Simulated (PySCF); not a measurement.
A structure optimised at PBE-D3(BJ)/def2-SVP, used in a PySCF frequency run:

```
B
O 1 1.3631
H 2 0.9729 1 114.19
Se 1 1.9675 2 115.17 3 180.00
H 4 1.4840 1 94.63 2 180.00
Se 1 1.9736 2 125.72 3 0.00
H 6 1.4888 1 95.66 2 0.00
```
Charge 0, spin multiplicity 1.

Task: Write its SMILES, formula and point group.

Result: OB([SeH])[SeH], BH3OSe2, Cs

Task: What are its rotational constants (standard atomic weights)?

Result: 5.2124, 1.0883, 0.90031 GHz
